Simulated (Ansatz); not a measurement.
Question: Name a neutral molecule of Al, C, I, N, O and H with HOMO energy (PBE/def2-TZVPP) between -5.85 and -5.55 eV and LUMO energy (B3LYP/def2-TZVPP) between -1.25 and -0.95 eV (Ansatz, PBE0-D4/def2-TZVP geometry).

Answer: `[I][Al]1[NH]C[O]1` (-5.69 eV, -1.20 eV). Other molecules can fit too; these were computed, each in one conformer that needn't be the lowest.

B3LYP here is the variant with VWN-RPA as its local correlation; programs differ in this.
